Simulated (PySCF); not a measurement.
C2H10OSi3, SMILES [SiH3][C@H]1O[SiH2]C[SiH2]1.

Geometry: PBE0-D3(BJ)/def2-SVP. The structure was generated by enumeration; whether it is a known compound was not checked. One conformer was computed; it need not be the lowest.

These are PBE0-D3(BJ)/def2-SVP run with PySCF values and carry that method's errors.

Frequencies are harmonic and unscaled.

Problem. Give all harmonic wavenumbers and intensities. (An estimate is asked for; the answer gives what the named calculation found.)

Solution. 
```csv
mode,ν (cm⁻¹),IR (km/mol),moving atoms (share of kinetic energy)
1,50,0.1,"H 40 %, Si 32 %, C 15 %, O 13 %"
2,66,1.9,"Si 36 %, H 28 %, C 23 %, O 14 %"
3,136,0.2,"H 48 %, Si 37 %, C 8 %"
4,173,0.2,"H 77 %, Si 15 %"
5,210,4.6,"O 39 %, Si 29 %, H 23 %, C 9 %"
6,369,1.0,"Si 58 %, H 26 %, C 14 %"
7,422,11.2,"O 37 %, Si 31 %, H 18 %, C 15 %"
8,481,5.8,"H 68 %, Si 22 %, C 10 %"
9,502,6.1,"H 61 %, Si 26 %"
10,523,1.7,"H 70 %, Si 23 %"
11,574,4.0,"H 78 %, Si 13 %"
12,641,19.1,"H 71 %, O 12 %, Si 10 %, C 8 %"
13,659,3.6,"C 47 %, H 40 %, Si 13 %"
14,702,8.3,H 80 %
15,715,39.2,"H 49 %, C 29 %, Si 17 %"
16,726,31.7,"H 45 %, C 35 %, Si 16 %"
17,771,17.1,"O 31 %, H 29 %, Si 23 %, C 17 %"
18,776,86.7,"H 53 %, C 33 %, Si 13 %"
19,806,48.0,"H 76 %, C 18 %"
20,831,8.4,"C 43 %, H 42 %, Si 14 %"
21,896,495.0,"H 77 %, Si 17 %"
22,926,104.6,"H 80 %, Si 15 %"
23,934,63.2,H 96 %
24,942,19.3,H 95 %
25,947,101.2,H 95 %
26,965,30.6,H 89 %
27,979,42.0,H 93 %
28,1014,186.0,"H 69 %, C 26 %"
29,1054,24.5,"H 66 %, C 27 %"
30,1101,108.8,"O 44 %, C 42 %, H 11 %"
31,1282,8.5,"H 85 %, C 8 %"
32,1373,16.6,"H 92 %, C 8 %"
33,2215,38.3,H 98 %
34,2221,69.1,H 97 %
35,2226,95.5,H 96 %
36,2228,179.3,H 96 %
37,2231,161.8,H 96 %
38,2243,104.2,H 96 %
39,2250,134.3,H 97 %
40,3070,7.9,H 92 %
41,3097,0.2,H 95 %
42,3169,0.6,"H 91 %, C 9 %"
```
